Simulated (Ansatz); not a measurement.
`C[Si](C)(Cl)C#N` → acetonitrile + `C[Si]Cl` at 600 K and 1 bar (silylene formation by 1,1-elimination).

Calculated with Ansatz (gas phase, PBE0-D4/def2-TZVP geometries, no zero-point term in ΔE). CBS: MP2 limit from def2 TZ/QZ plus the TZ coupled-cluster correction, frozen cores. This one scheme is used for every species.

| species | CCSD(T)/CBS energy (Eh) | H − E (kJ/mol) | S (J/(mol·K)) |
| --- | --- | --- | --- |
| `C[Si](C)(Cl)C#N` | -921.41227 | 295.2 | 490.0 |
| `CC#N` | -132.59492 | 150.5 | 286.2 |
| `C[Si]Cl` | -788.72093 | 135.5 | 352.4 |

H − E and S are ideal-gas, rigid-rotor, harmonic terms from PBE0-D4/def2-TZVP. 1 Eh = 2625.50 kJ/mol, R = 8.31446 J/(mol·K).

By hand: ΔE, ΔH, ΔS and ΔG.

ΔE = (-132.59492) + (-788.72093) − (-921.41227) = 0.09642 Eh = 253.2 kJ/mol. Δ(H − E) = 150.5 + 135.5 − 295.2 = -9.2, so ΔH = 244.0 kJ/mol. ΔS = 286.2 + 352.4 − 490.0 = 148.6 J/(mol·K). ΔG = 244.0 − 600 × (148.6)/1000 = 154.8 kJ/mol.

By hand: the equilibrium constant, and the temperature at which ΔG would vanish if ΔH and ΔS stayed fixed.

log₁₀ K = −ΔG/(RT ln 10) = -13.5. ΔG = 0 at ΔH/ΔS = 1642 K.

The number of gas molecules changes by +1, which sets the sign of ΔS. A doubt of 5 kJ/mol in ΔE shifts log₁₀ K by 0.4 here. These are equilibria of isolated gas molecules and say nothing of rates. Largest T1 diagnostic: 0.012 (customary marks: 0.02 for closed shells, 0.045 for open ones).
